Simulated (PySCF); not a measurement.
C₄H₁₁AlO₂ (SMILES CC[O][Al]([OH])[CH2]C), singlet, geometry from GFN2-xTB (such geometries of metal compounds can be far from the true shape), with bond 16-13 at 2.4 times its length; CASSCF(4,5)/STO-3G run with PySCF.

PySCF was given this input:
```python
from pyscf import gto, scf, mcscf
import numpy

mol = gto.M(
    atom='''
Al   -0.225332    0.666996    0.152366
C    -0.839596    0.046637   -1.662890
C    -1.823095    0.989004   -2.351234
H    -1.285545   -0.947324   -1.565427
H     0.037855   -0.093674   -2.301188
H    -1.391523    1.980529   -2.465512
H    -2.734847    1.089847   -1.767323
H    -2.089909    0.616187   -3.341464
O    -0.705414    2.151443    0.672833
H    -0.937154    2.989799    1.043624
O     0.744080   -0.348873    1.025622
C     1.529403   -1.363076    1.568464
C     1.570608   -2.583863    0.656746
H     2.547011   -0.980727    1.720775
H     1.118723   -1.645460    2.546483
H     2.550464   -1.913890   -1.667637
H     2.189288   -3.361774    1.096954
H     0.563283   -2.966411    0.509902
''',
    basis='sto-3g',
    charge=0,
    spin=0,
    verbose=4,
)

mf = scf.RHF(mol)
mf.kernel()
mc = mcscf.CASSCF(mf, 5, 4)
mc.fix_spin_(ss=0.0)
mc.kernel()
occ = numpy.linalg.eigvalsh(mc.fcisolver.make_rdm1(mc.ci, mc.ncas, mc.nelecas))[::-1]
ss = mc.fcisolver.spin_square(mc.ci, mc.ncas, mc.nelecas)[0]
print('natural occupations', occ.round(4), ' <S^2>', round(ss, 4))
```

What the program printed (banner, timings and long lists left out):

```
PySCF version 2.14.0

[INPUT] verbose = 4
[INPUT] num. atoms = 18
[INPUT] num. electrons = 64
[INPUT] charge = 0
[INPUT] spin (= nelec alpha-beta = 2S) = 0
[INPUT] symmetry False subgroup None
[INPUT] Mole.unit = angstrom
[INPUT] Symbol           X                Y                Z      unit          X                Y                Z       unit  Magmom
[...]
nuclear repulsion = 362.724379082534
number of shells = 34
number of NR pGTOs = 150
number of NR cGTOs = 50
basis = sto-3g
ecp = {}

******** <class 'pyscf.scf.hf.RHF'> ********
method = RHF
initial guess = minao
damping factor = 0
level_shift factor = 0
DIIS = <class 'pyscf.scf.diis.CDIIS'>
diis_start_cycle = 1
diis_space = 8
diis_damp = 0
SCF conv_tol = 1e-09
SCF conv_tol_grad = None
SCF max_cycles = 50
direct_scf = True
direct_scf_tol = 1e-13
Set gradient conv threshold to 3.16228e-05
Initial guess from minao.
init E= -543.006435338971
[...]
cycle= 1 E= -542.208145799015  delta_E= 0.798  |g|= 0.722  |ddm|= 4.94
[...]
cycle= 2 E= -542.359691688265  delta_E= -0.152  |g|= 0.386  |ddm|=  1.6
[...]
cycle= 3 E= -542.408876290569  delta_E= -0.0492  |g|= 0.183  |ddm|= 0.908
[...]
cycle= 4 E= -542.424717676526  delta_E= -0.0158  |g|= 0.0297  |ddm|= 0.349
[...]
cycle= 5 E= -542.425204248863  delta_E= -0.000487  |g|= 0.0047  |ddm|= 0.0668
[...]
cycle= 6 E= -542.425220595557  delta_E= -1.63e-05  |g|= 0.00143  |ddm|= 0.0118
[...]
cycle= 7 E= -542.425223144534  delta_E= -2.55e-06  |g|= 0.000438  |ddm|= 0.00518
[...]
cycle= 8 E= -542.425223497896  delta_E= -3.53e-07  |g|= 0.00014  |ddm|= 0.00212
[...]
cycle= 9 E= -542.425223534462  delta_E= -3.66e-08  |g|= 2.91e-05  |ddm|= 0.000756
[...]
cycle= 10 E= -542.42522353563  delta_E= -1.17e-09  |g|= 7.97e-06  |ddm|= 0.000119
[...]
cycle= 11 E= -542.425223535708  delta_E= -7.75e-11  |g|= 2.35e-06  |ddm|= 2.78e-05
[...]
Extra cycle  E= -542.425223535711  delta_E= -3.41e-12  |g|= 1.31e-06  |ddm|= 6.88e-06
converged SCF energy = -542.425223535711

******** <class 'pyscf.mcscf.mc1step.CASSCF'> ********
CAS (2e+2e, 5o), ncore = 30, nvir = 15
max_cycle_macro = 50
max_cycle_micro = 4
conv_tol = 1e-07
conv_tol_grad = None
orbital rotation max_stepsize = 0.02
orbital rotation threshold for CI restart = 0.01
augmented hessian ah_max_cycle = 30
augmented hessian ah_conv_tol = 1e-12
augmented hessian ah_linear dependence = 1e-14
augmented hessian ah_level shift = 1e-08
augmented hessian ah_start_tol = 2.5
augmented hessian ah_start_cycle = 3
[...]
CASCI E = -542.596333927302  S^2 = 0.0000000
[...]
macro iter  40 ( 21 JK    4 micro), CASSCF E = -542.619620458609  dE = -4.76336936e-07  S^2 = 0.0000000
               |grad[o]|=0.00585  |grad[c]|=0.00438  |ddm|=0.0026  |maxRot[o]|=0.0068
macro iter  41 ( 21 JK    4 micro), CASSCF E = -542.619620866884  dE = -4.08275696e-07  S^2 = 0.0000000
               |grad[o]|=0.00585  |grad[c]|=0.00439  |ddm|=0.0026  |maxRot[o]|=0.0063
macro iter  42 ( 21 JK    4 micro), CASSCF E = -542.619621213550  dE = -3.46665956e-07  S^2 = 0.0000000
               |grad[o]|=0.00585  |grad[c]|=0.00439  |ddm|=0.0026  |maxRot[o]|=0.00583
macro iter  43 ( 21 JK    4 micro), CASSCF E = -542.619621505789  dE = -2.92238724e-07  S^2 = 0.0000000
               |grad[o]|=0.00585  |grad[c]|=0.00439  |ddm|=0.0026  |maxRot[o]|=0.00539
macro iter  44 ( 21 JK    4 micro), CASSCF E = -542.619621749216  dE = -2.43426712e-07  S^2 = 0.0000000
               |grad[o]|=0.00585  |grad[c]|=0.00439  |ddm|=0.0026  |maxRot[o]|=0.00499
macro iter  45 ( 21 JK    4 micro), CASSCF E = -542.619621949879  dE = -2.00663067e-07  S^2 = 0.0000000
               |grad[o]|=0.00585  |grad[c]|=0.00439  |ddm|=0.0026  |maxRot[o]|=0.00461
macro iter  46 ( 21 JK    4 micro), CASSCF E = -542.619622112529  dE = -1.62649940e-07  S^2 = 0.0000000
               |grad[o]|=0.00585  |grad[c]|=0.00439  |ddm|=0.0026  |maxRot[o]|=0.00426
macro iter  47 ( 21 JK    4 micro), CASSCF E = -542.619622242127  dE = -1.29597652e-07  S^2 = 0.0000000
               |grad[o]|=0.00585  |grad[c]|=0.00439  |ddm|=0.0026  |maxRot[o]|=0.00394
macro iter  48 ( 21 JK    4 micro), CASSCF E = -542.619622342565  dE = -1.00438683e-07  S^2 = 0.0000000
               |grad[o]|=0.00585  |grad[c]|=0.00439  |ddm|=0.0026  |maxRot[o]|=0.00364
macro iter  49 ( 21 JK    4 micro), CASSCF E = -542.619622417865  dE = -7.52993401e-08  S^2 = 0.0000000
               |grad[o]|=0.00585  |grad[c]|=0.00439  |ddm|=0.0026  |maxRot[o]|=0.00336
macro iter  50 ( 21 JK    4 micro), CASSCF E = -542.620443940228  dE = -8.21522363e-04  S^2 = 0.0000000
               |grad[o]|=0.00585  |grad[c]|=0.00102  |ddm|=0.002  |maxRot[o]|=0.0597
1-step CASSCF not converged,  50 macro (1050 JK 200 micro) steps
CASSCF canonicalization
Density matrix diagonal elements [1.97262471e+00 1.30466269e+00 6.97612376e-01 2.38884145e-02
 1.21180845e-03]
CASSCF energy = -542.620443940228
CASCI E = -542.620443940228  E(CI) = -2.90043588417632  S^2 = 0.0000000
natural occupations [1.9753e+00 1.3031e+00 6.9690e-01 2.3800e-02 9.0000e-04]  <S^2> 0.0
```

Convergence was not reached.
